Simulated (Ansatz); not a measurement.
Ansatz (a first-principles code) input (PBE0/6-311+G**): The .json file is the Basis Set Exchange's 6-311+G**.

Ansatz 0.2 input:
```yaml
crystal:
  periodic: [false, false, false]
  atoms:
    - {symbol: O, position_ang: [1.79692000, 0.46548400, -1.30187600]}
    - {symbol: B, position_ang: [1.01581700, 0.27566100, -0.24056000]}
    - {symbol: O, position_ang: [1.13787500, 0.34305000, 1.08655800]}
    - {symbol: O, position_ang: [-0.34277200, -0.11061700, -0.61530900]}
    - {symbol: Si, position_ang: [-1.72243700, -0.46494200, 0.50580000]}
    - {symbol: H, position_ang: [2.71927100, 0.72392300, -1.19813300]}
    - {symbol: H, position_ang: [1.97687800, 0.58601000, 1.49257300]}
    - {symbol: H, position_ang: [-0.48625200, -0.17463700, -1.57396700]}
    - {symbol: H, position_ang: [-2.75803000, -0.77720900, -0.48519600]}
    - {symbol: H, position_ang: [-1.24494100, -1.60073100, 1.29587800]}
    - {symbol: H, position_ang: [-1.90807300, 0.79019800, 1.23546100]}
basis:
  gaussian:
    orbitals: 6-311+G__.json
hamiltonian:
  xc: {name: PBE0}
total_charge: 1
output: {forces: true}
```

Output:

```
Functional definition: PBE0
integrals: 0.09 GiB planned
1304 factors; their error is unknown
mean field: 0.70 GiB planned
mean field evaluation 1: about -14764.3457 eV, gradient 1.1e2 eV
mean field evaluation 2: about -14745.6428 eV, gradient 1.4e2 eV
mean field evaluation 4: about -14781.4908 eV, gradient 3.6e0 eV
mean field evaluation 8: about -14781.5113 eV, gradient 6.5e-2 eV
mean field evaluation 16: about -14781.4912 eV, gradient 3.7e-5 eV
mean field -14781.49120877 eV, -543.2097826677 hartree, gradient 3.7e-5 eV, S^2 0.000000; 0 other end points of the search recorded, 0 dependent functions left out
the calculation of the forces begins
reference -14781.49125771 eV, -543.2097844662 hartree; 24, 24 occupied and 131, 131 virtual orbitals, 1304 factors
Total energy: -14781.49125771 eV, -543.2097844662 hartree
Atom 0 at     1.796920     0.465484    -1.301876 Å, force     0.018344     0.007020     0.076461 eV/Å
Atom 1 at     1.015817     0.275661    -0.240560 Å, force     0.151104     0.042500     0.023381 eV/Å
Atom 2 at     1.137875     0.343050     1.086558 Å, force     0.041364     0.009934    -0.060890 eV/Å
Atom 3 at    -0.342772    -0.110617    -0.615309 Å, force     0.180661     0.043974    -0.242713 eV/Å
Atom 4 at    -1.722437    -0.464942     0.505800 Å, force    -0.082448    -0.019564     0.130715 eV/Å
Atom 5 at     2.719271     0.723923    -1.198133 Å, force    -0.176385    -0.048381     0.021386 eV/Å
Atom 6 at     1.976878     0.586010     1.492573 Å, force    -0.132717    -0.039374    -0.101478 eV/Å
Atom 7 at    -0.486252    -0.174637    -1.573967 Å, force     0.067820     0.021788     0.117841 eV/Å
Atom 8 at    -2.758030    -0.777209    -0.485196 Å, force    -0.099008    -0.030272    -0.111256 eV/Å
Atom 9 at    -1.244941    -1.600731     1.295878 Å, force     0.053008    -0.128571     0.076682 eV/Å
Atom 10 at    -1.908073     0.790198     1.235461 Å, force    -0.021743     0.140946     0.069871 eV/Å
Dipole moment:     0.165512     0.043997    -0.075517 e Å
```

The dipole moment of an ion depends on the origin.

The geometry given is a B3LYP-D3(BJ)/def2-TZVP minimum.
